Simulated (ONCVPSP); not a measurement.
molybdenum: one change to an ONCV potential, before and after

Mo, optimised norm-conserving Vanderbilt (ONCV), made with ONCVPSP 4.0.1 (PBEsol, scalar-relativistic). Core [Kr], reference 4d5 5s1. Waves: 5s: rc 3.15 bohr, ncon 4, nbas 7, qcut 2.5 1/bohr, 2 projectors, debl 1.9 Ha; p scattering state at 0.04 Ha: rc 3.40 bohr, ncon 4, nbas 8, qcut 2.6 1/bohr, 1 projector; 4d: rc 2.35 bohr, ncon 5, nbas 10, qcut 6.5 1/bohr, 1 projector. Local part: polynomial inside 2.00 bohr (lpopt 5, dvloc0 1 Ha). Core correction: Teter function, fcfact 5.25, rcfact 1.4.

In the p channel the program set the typed energies aside and used 0.050 Ha.

Change: core correction Teter function, fcfact 5.25, rcfact 1.54.

Cutoffs: the cutoffs (Ha) at which the residual kinetic energy of the hardest occupied pseudo-wave falls to 1 and 0.1 mHa per electron; they do not see the model core or the augmentation charge, which bear on the density cutoff. Errors are all-electron minus pseudo energies relative to the spin-unpolarised reference configuration.

**Question.** How do hardness, ghosts and transferability respond?

**Answer.** The potential gets neither clearly harder nor softer (15 Ha and 18 Ha → 15 Ha and 18 Ha); of the 3 tests that both files solve, the error grows in 3 and shrinks in 0 by more than 15 % and 0.3 meV (median size 121.6 → 262.6 meV); neither file shows a bound ghost. A model core, the more so a compact one, raises the density cutoff, which this test does not measure.

| quantity | base | changed |
| --- | --- | --- |
| cutoff, loose | 15 Ha | 15 Ha |
| cutoff, tight | 18 Ha | 18 Ha |
| bound ghosts | none | none |
| GHOST(+) flags under 300 eV | p at 19.3 eV, s at 34.2 eV | p at 19.3 eV, s at 34.2 eV |
| tests with a reliable result | 3 of 4 | 3 of 4 |
| error for 4d5 5s0, meV [ΔE 6.90 eV] | -23 | -60 |
| error for 4d4 5s0, meV [ΔE 22.36 eV] | -122 | -263 |
| error for 4d3 5s0, meV [ΔE 49.09 eV] | -544 | -838 |
| s: phases at 3.20 bohr within 0.05 rad from the reference energy up to (Ha; the scan ends near 5) | 1.2 | 1.2 |
| p: phases at 3.44 bohr within 0.05 rad from the reference energy up to (Ha; the scan ends near 5) | n/a | n/a |
| d: phases at 2.39 bohr within 0.05 rad from the reference energy up to (Ha; the scan ends near 5) | 1.0 | 1.0 |
| rms error of d²Exc/dni dnj with the model core, mHa | 1.47 | 1.58 |
